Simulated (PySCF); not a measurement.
C₃H₃, SMILES C#C[CH2] (connectivity only; charge and spin as stated), charge +1, multiplicity 1. Geometry: PBE0-D3(BJ)/def2-TZVP. The spin state was assumed, not searched. The isomer is the one that the SMILES or the coordinates give; other isomers of the formula were not compared.

TDDFT-B3LYP/def2-SVPD in PySCF puts the lowest singlet excitations at 2.26, 5.40, 7.03, 7.83, 8.33, 8.60 eV.

Task: What are the lowest excitation roots from ADC(2)/aug-cc-pVDZ (PySCF 2.14.0)? (The exact figures need the calculation; the answer reports its results.)

Result: 2.53, 5.20, 7.74, 8.28, 8.89, 9.21 eV. S1 differs by 0.28 eV (second minus first; roots are paired by order, and the bases may differ).
